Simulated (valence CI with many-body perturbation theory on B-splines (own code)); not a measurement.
Values are calculated unless marked as measured or tabulated.
## Tl66+: what the settings do

Method: relativistic CI+MBPT: five valence electrons over a frozen Dirac-Fock core [Ne], a basis of 6 s, 6 p, 5 d, 3 f, 1 g functions for each j, with the one-electron correlation potential Σ1 (screened to all orders), the two-electron term Σ2, the three-electron term Σ3, Breit, model QED; selected single and double excitations, second order for the rest, scaled by the run's own slope (own B-spline code, finite nucleus).

No measured spectrum was set against this ion. As an estimate, large intervals hold to a few tenths of a per cent, small ones and those within an open d or f shell to about a per cent. Among the levels kept, up to 760 cm⁻¹ of a level comes from second order outside the variational space, and about a tenth of that is noise between levels of different J, which matters for small intervals.

The reference run has the lowest level (3s^2 3p1/2^2 3p3/2) J=3/2 and an ionisation energy of 7567.61 eV. Its largest variational space holds 10000 state functions.

Levels are named by their leading jj configuration (3d3/2^4 stands for four electrons in 3d with j = 3/2), which in mixed levels can hold well under half, so a name can repeat and another be missing. Letters in brackets count levels of one name in rising energy.

Changed runs:
A. scale of Σ1 1 → 0
B. cutoff of virtual states (hartree) 13122 → 280000
C. QED terms on → off; Breit term on → off
D. highest l in the core sums 6 → 1 (bad on purpose)

Excitation energies of the reference run in cm⁻¹, and shifts in cm⁻¹:

```tsv
Level	Reference	A	B	C	D
(3s^2 3p1/2^2 3d3/2) J=3/2	2082010	+2228	+36	+17591	+3503
(3s^2 3p1/2^2 3d5/2) J=5/2	3203940	+625	+39	+41768	+3783
(3s^2 3p1/2 3p3/2^2) J=3/2	4310540	-1928	+63	+47041	-991
(3s^2 3p1/2 3p3/2^2) J=5/2	4414920	-1927	+63	+53843	-743
(3s^2 3p1/2 3p3/2^2) J=1/2	4555060	-1936	+63	+45170	-625
(3s 3p1/2^2 3p3/2^2) J=5/2	5941880	+421	+76	+59011	-247
(3s 3p1/2^2 3p3/2^2) J=3/2	6197810	+376	+83	+57714	+1568
(3s 3p1/2^2 3p3/2^2) J=1/2	6227400	+397	+78	+52476	+754
(3s^2 3p1/2 3p3/2 3d3/2) J=5/2 [a]	6365470	+297	+99	+71993	+2700
(3s^2 3p1/2 3p3/2 3d3/2) J=1/2 [a]	6397640	+290	+99	+63495	+2751
(3s^2 3p1/2 3p3/2 3d3/2) J=3/2 [a]	6403480	+314	+97	+67684	+2931
(3s^2 3p1/2 3p3/2 3d3/2) J=7/2	6475830	+282	+99	+79105	+2920
Ionisation energy (eV)	7567.61	-0.97	+0.0043	+7.95	-0.32
```
